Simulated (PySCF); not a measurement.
Deuteron quadrupole couplings in `[SiH3]P([SiH3])[SiH2]P`

H10P2Si3.
Z-matrix (Å and degrees, GFN2-xTB geometry), rows numbered from 1:
```
Si
P   1  2.2279
Si  2  2.2262  1  102.17
Si  2  2.2283  1  101.19  3   106.19
P   4  2.2498  2  114.71  1   -55.50
H   1  1.4615  2  105.88  3  -176.38
H   1  1.4613  2  106.61  3    65.06
H   1  1.4647  2  112.25  3   -55.68
H   3  1.4627  2  106.62  1   170.43
H   3  1.4665  2  112.66  1    50.16
H   3  1.4600  2  106.42  1   -70.40
H   4  1.4675  2  106.49  1   178.65
H   4  1.4655  2  107.05  1    61.92
H   5  1.3809  4   94.01  2  -175.44
H   5  1.3834  4   95.40  2   -82.67
```

Level: PBE0/pcSseg-1 (PySCF, non-relativistic); Q(2H) = 0.00286 b; rigid geometry, the same for H and D, with no vibrational averaging.

**Question.** What are Vzz, η and χzz (234.96 MHz × Q × Vzz) at all hydrogens?

**Answer.** 
| atom | bonded to | bond length (Å) | Vzz (au) | η | χzz (kHz) |
| --- | --- | --- | --- | --- | --- |
| H6 | Si1 | 1.461 | 0.1643 | 0.01 | 110 |
| H7 | Si1 | 1.461 | 0.1645 | 0.01 | 111 |
| H8 | Si1 | 1.465 | 0.1598 | 0.01 | 107 |
| H9 | Si3 | 1.463 | 0.1634 | 0.01 | 110 |
| H10 | Si3 | 1.467 | 0.1598 | 0.01 | 107 |
| H11 | Si3 | 1.460 | 0.1654 | 0.01 | 111 |
| H12 | Si4 | 1.467 | 0.1606 | 0.01 | 108 |
| H13 | Si4 | 1.465 | 0.1620 | 0.01 | 109 |
| H14 | P5 | 1.381 | 0.2179 | 0.07 | 146 |
| H15 | P5 | 1.383 | 0.2145 | 0.08 | 144 |

**Question.** Average by the element that carries the hydrogen.

**Answer.** on Si: 109 kHz over 8 positions, mean bond length 1.464 Å; on P: 145 kHz over 2 positions, mean bond length 1.382 Å.

**Question.** A static deuteron (I = 1) shows a doublet split by (3/2)χ, (3/4)χ(1 + η) and (3/4)χ(1 − η) with the field along z, y and x of the gradient. What are these for H6?

**Answer.** With |χ| = 110.4 kHz and η = 0.012: 166, 84 and 82 kHz, to first order and without motion.

Isolated species at its GFN2-xTB geometry (one conformer only). GFN2-xTB bond lengths can be off by several hundredths of an ångström, more for odd bonds, and the gradients follow them. A larger basis could move these couplings by a tenth or more.

The run behind these numbers computed NMR shieldings as well. The run took about 60 s of CPU time (one thread, shared machine).
